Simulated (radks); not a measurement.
Values are calculated unless marked as measured or tabulated.
Removal energies from the aluminium ion Al5+, [He] 2s2 2p(1/2: 2, 3/2: 2), by Delta-SCF beside the eigenvalue of the level emptied. Code: a radial shooting solver on a logarithmic mesh with Libxc functionals. Model: Dirac Kohn-Sham, BLYP, spin-unpolarised, spherical densities, finite nucleus; Fermi nuclear charge, rms radius of each element as measured or else 0.836 A^(1/3) + 0.57 fm. Sub-shells are occupied by j as written (lower j first in brackets).

| removed from | final configuration | Delta-SCF (eV) | -eigenvalue (eV) |
|---|---|---|---|
| 2p3/2 | [He] 2s2 2p(1/2: 2, 3/2: 1) | 196.06 | 176.09 |
| 2p1/2 | [He] 2s2 2p(1/2: 1, 3/2: 2) | 196.65 | 176.64 |
| 2s1/2 | [He] 2s1 2p(1/2: 2, 3/2: 2) | 230.68 | 212.34 |
| 1s1/2 | 1s1 2s2 2p(1/2: 2, 3/2: 2) | 1721.1 | 1640.4 |
